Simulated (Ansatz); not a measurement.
Computed with Ansatz on PBE0-D4/def2-TZVP structures; ΔE is electronic, products minus reactants. CBS: MP2 limit from def2 TZ/QZ plus the TZ coupled-cluster correction, frozen cores. DFT in def2-TZVPP. B3LYP here is the variant with VWN-RPA as its local correlation; programs differ in this. HSE06 is defined as in plane-wave codes. For Ge outer-core shells are correlated without core-valence functions, which leaves a few kJ/mol of doubt a bond. Scalar relativity is left out up to krypton. One conformer a species, not always the lowest.

`[Cl][AlH][GeH3]` + `C[N](C)[Ge]([F])([F])[F]` → `C[N](C)[AlH][Cl]` + `[F][Ge]([F])([F])[GeH3]`  (redistribution)

| level | ΔE (kJ/mol) | difference from CCSD(T)/CBS |
| --- | --- | --- |
| PBE0-D4 | -82.9 | -2.1 |
| B3LYP-D4 | -93.0 | -12.2 |
| HSE06-D4 | -82.6 | -1.8 |
| PBE-QIDH | -78.9 | 1.9 |
| r2SCAN | -88.8 | -8.0 |
| r2SCAN0 | -83.4 | -2.6 |
| BHLYP | -86.4 | -5.6 |
| RPA@PBE/def2-TZVPP | -75.8 | 5.0 |
| HF/def2-TZVPP | -72.3 | 8.5 |
| CCSD/def2-TZVPP | -76.7 | 4.1 |
| CCSD(T)/CBS | -80.8 | 0 |

Largest T1 diagnostic among the species: 0.013.

From r2SCAN to r2SCAN0 (25 % exact exchange), in def2-TZVPP and without D4, ΔE moves by +5.3 kJ/mol. At CCSD(T), def2-SVP lies +10.8 kJ/mol from the extrapolated value and def2-TZVPP +3.1 kJ/mol.
